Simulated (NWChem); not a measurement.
Species: TiH$_{4}$; SMILES [TiH4]

```xyz
5

Ti     0.0000     0.0000     0.0000
H     -0.0748    -1.3557     0.9976
H      0.1233     1.3879     0.9472
H     -1.3958     0.0841    -0.9399
H      1.3474    -0.1163    -1.0049
```
Atoms are numbered in this order, from 1.

Results from NWChem. Coordinates come from a PBE0/def2-SVP optimisation. Vertical excitations in the gas phase.

Problem. Predict the results for Hartree-Fock/def2-SVPD, CIS. Quantities: lowest excitation, singlet (eV); oscillator strength of that lowest state; orbital gap (eV).

Solution. 
* **lowest excitation, singlet (eV)**: 4.16
* **oscillator strength of that lowest state**: 0.000
* **orbital gap (eV)**: 13.14
